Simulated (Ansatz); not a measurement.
Mulliken charges of CH5BFNO (`NB(O)CF`) from r2SCAN/def2-TZVPP in Ansatz (PBE0-D4/def2-TZVP geometry).

```json
{"atom": "N1", "x (Å)": "-0.895", "y (Å)": "-0.592", "z (Å)": "-0.864", "charge (e)": "-0.355"}
{"atom": "B2", "x (Å)": "0.038", "y (Å)": "-0.358", "z (Å)": "0.152", "charge (e)": "0.254"}
{"atom": "O3", "x (Å)": "0.509", "y (Å)": "-1.308", "z (Å)": "1.021", "charge (e)": "-0.342"}
{"atom": "C4", "x (Å)": "0.617", "y (Å)": "1.103", "z (Å)": "0.346", "charge (e)": "0.081"}
{"atom": "F5", "x (Å)": "0.077", "y (Å)": "1.995", "z (Å)": "-0.584", "charge (e)": "-0.277"}
{"atom": "H6", "x (Å)": "-1.324", "y (Å)": "-1.476", "z (Å)": "-1.073", "charge (e)": "0.152"}
{"atom": "H7", "x (Å)": "-1.189", "y (Å)": "0.163", "z (Å)": "-1.460", "charge (e)": "0.188"}
{"atom": "H8", "x (Å)": "0.147", "y (Å)": "-2.187", "z (Å)": "0.889", "charge (e)": "0.189"}
{"atom": "H9", "x (Å)": "1.707", "y (Å)": "1.118", "z (Å)": "0.228", "charge (e)": "0.055"}
{"atom": "H10", "x (Å)": "0.397", "y (Å)": "1.490", "z (Å)": "1.347", "charge (e)": "0.055"}
```

Q: By hand: the dipole of these point charges (1 e Å = 4.8032 D).

A: Σ q r = (-0.099, -0.360, 0.003) e Å, of length 0.373 e Å = 1.79 D.

Q: How does the dipole of the full density compare? (An estimate is asked.)

A: Computed: (-0.227, -0.491, -0.103) e Å, 2.64 D; the point charges give 0.68 times that, at 15° from its direction.

Point charges leave out the atoms' own dipoles, such as those of lone pairs, and Mulliken's split depends on the basis, so the two needn't agree.
